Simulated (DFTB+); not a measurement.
DFTB+ input (SCC-DFTB): The folder sk holds the Slater-Koster set scc that CP2K ships.

```
Geometry = xyzFormat {
16

C     -0.15940054     1.57954574     0.24414693
C     -0.58632340     0.13898903     0.30069527
C     -1.82138182    -0.21804191    -0.47909186
O      0.53910135    -0.76358318    -0.30400201
C      1.88247956    -0.77151140     0.31497741
H      0.74693558     1.77418607     0.81533264
H     -0.95501857     2.17928420     0.69004743
H     -0.02907078     1.92168892    -0.78426142
H     -0.61641175    -0.25258926     1.31557562
H     -1.75598714     0.11900883    -1.51622686
H     -2.02295121    -1.28766876    -0.44864277
H     -2.66894606     0.29743958    -0.02481147
H      2.37373398     0.18120732     0.14188235
H      2.41739053    -1.59731512    -0.14381901
H      1.71769010    -0.95733920     1.37092998
H      0.58758162    -0.64312596    -1.26835686
}
Driver = GeometryOptimization {
  Optimizer = Rational {}
  MaxSteps = 500
  OutputPrefix = "geo_end"
  Convergence { GradElem = 1e-5 }
}
Hamiltonian = DFTB {
  SCC = Yes
  SCCTolerance = 1e-8
  MaxSCCIterations = 300
  Charge = 1
  SlaterKosterFiles = Type2FileNames {
    Prefix = "sk/"
    Separator = ""
    Suffix = ".spl"
    LowerCaseTypeName = Yes
  }
  MaxAngularMomentum {
    C = "p"
    H = "s"
    O = "p"
  }
  Filling = Fermi { Temperature [K] = 0 }
}
ParserOptions { ParserVersion = 14 }
```

Output:

```
|===============================================================================
|
|
|  Copyright (C) 2006 - 2025  DFTB+ developers group
|
|===============================================================================
|
|  When publishing results obtained with DFTB+, please cite the following
|  reference:
|
|    Recent Developments in DFTB+, a Software Package for Efficient Atomistic
|    Quantum Mechanical Simulations, J. Phys. Chem. A 129, 5373−5390 (2025).
|    [https://doi.org/10.1021/acs.jpca.5c01146]
|
|  You should also cite additional publications crediting the parametrization
|  data you use. Please consult the documentation of the SK-files for the
|  references.
|
|===============================================================================

Reading input file 'dftb_in.hsd'
Parser version: 14

--------------------------------------------------------------------------------
Reading SK-files:
./sk/cc.spl
./sk/co.spl
./sk/ch.spl
./sk/oo.spl
./sk/oh.spl
./sk/hh.spl
Done.

Processed input in HSD format written to 'dftb_pin.hsd'

Starting initialization...
--------------------------------------------------------------------------------
WARNING!
-> Dipole printed for a charged system : origin dependent quantity
Mode:                        Geometry optimisation relaxation
Self consistent charges:     Yes
SCC-tolerance:                 0.100000E-07
Max. scc iterations:                    300
Shell resolved Hubbard:      No
Spin polarisation:           No
Nr. of up electrons:            16.000000
Nr. of down electrons:          16.000000
Periodic boundaries:         No
Electronic solver:           Relatively robust
Mixer:                       Broyden mixer
Mixing parameter:                  0.200000
Nr. of chrg. vec. in memory:            300
Max. SCC-cycles:                        300
Max. nr. of geometry steps:             500
Electronic temperature:              0.100000E-07 H      0.272114E-06 eV
Initial charges:             Set automatically (system chrg:   0.100E+01)
Included shells:             C:  s, p
                             O:  s, p
                             H:  s
Extra options:
[...]
    3       4.22779422
    4       6.09752682
    5       4.01347433
    6       0.91052894
    7       0.87354887
    8       0.90874128
    9       0.90959833
   10       0.90939631
   11       0.89773866
   12       0.87957421
   13       0.90055065
   14       0.88340560
   15       0.88191783
   16       0.63399804

l-shell populations (up)
 Atom Sh.   l       Population
    1   1   0       1.26416895
    1   2   1       2.97198507
    2   1   0       1.21530731
    2   2   1       2.62074458
    3   1   0       1.26297427
    3   2   1       2.96481995
    4   1   0       1.70186672
    4   2   1       4.39566010
    5   1   0       1.25464636
    5   2   1       2.75882797
    6   1   0       0.91052894
    7   1   0       0.87354887
    8   1   0       0.90874128
    9   1   0       0.90959833
   10   1   0       0.90939631
   11   1   0       0.89773866
   12   1   0       0.87957421
   13   1   0       0.90055065
   14   1   0       0.88340560
   15   1   0       0.88191783
   16   1   0       0.63399804

Orbital populations (up)
 Atom Sh.   l   m       Population  Label
    1   1   0   0       1.26416895  s
    1   2   1  -1       0.94256004  p_y
    1   2   1   0       1.01388120  p_z
    1   2   1   1       1.01554383  p_x
    2   1   0   0       1.21530731  s
    2   2   1  -1       0.87722783  p_y
    2   2   1   0       0.93709947  p_z
    2   2   1   1       0.80641728  p_x
    3   1   0   0       1.26297427  s
    3   2   1  -1       1.01537674  p_y
    3   2   1   0       0.99224395  p_z
    3   2   1   1       0.95719925  p_x
    4   1   0   0       1.70186672  s
    4   2   1  -1       1.78005528  p_y
    4   2   1   0       1.26861347  p_z
    4   2   1   1       1.34699135  p_x
    5   1   0   0       1.25464636  s
    5   2   1  -1       1.02311377  p_y
    5   2   1   0       0.95528611  p_z
    5   2   1   1       0.78042809  p_x
    6   1   0   0       0.91052894  s
    7   1   0   0       0.87354887  s
    8   1   0   0       0.90874128  s
    9   1   0   0       0.90959833  s
   10   1   0   0       0.90939631  s
   11   1   0   0       0.89773866  s
   12   1   0   0       0.87957421  s
   13   1   0   0       0.90055065  s
   14   1   0   0       0.88340560  s
   15   1   0   0       0.88191783  s
   16   1   0   0       0.63399804  s

Fermi level:                        -0.3014804651 H           -8.2037 eV
Band energy:                       -21.1417213528 H         -575.2955 eV
TS:                                  0.0000000000 H            0.0000 eV
Band free energy (E-TS):           -21.1417213528 H         -575.2955 eV
Extrapolated E(0K):                -21.1417213528 H         -575.2955 eV
Input / Output electrons (q):     32.0000000000     32.0000000000

Energy H0:                         -14.3464503191 H         -390.3868 eV
Energy SCC:                          0.1116909732 H            3.0393 eV
Total Electronic energy:           -14.2347593458 H         -387.3475 eV
Repulsive energy:                    0.1909645809 H            5.1964 eV
Total energy:                      -14.0437947650 H         -382.1511 eV
Extrapolated to 0:                 -14.0437947650 H         -382.1511 eV
Total Mermin free energy:          -14.0437947650 H         -382.1511 eV
Force related energy:              -14.0437947650 H         -382.1511 eV

Non-constrained calculation

SCC converged

Full geometry written in geo_end.{xyz|gen}

Warning: dipole moment is not defined absolutely!
Dipole moment:    0.85935283   -0.32338791   -0.27884077 au
Dipole moment:    2.18425720   -0.82197015   -0.70874259 Debye

Geometry converged
```

The dipole moment of an ion depends on the origin.

The geometry given is a B3LYP-D3(BJ)/def2-TZVP minimum.
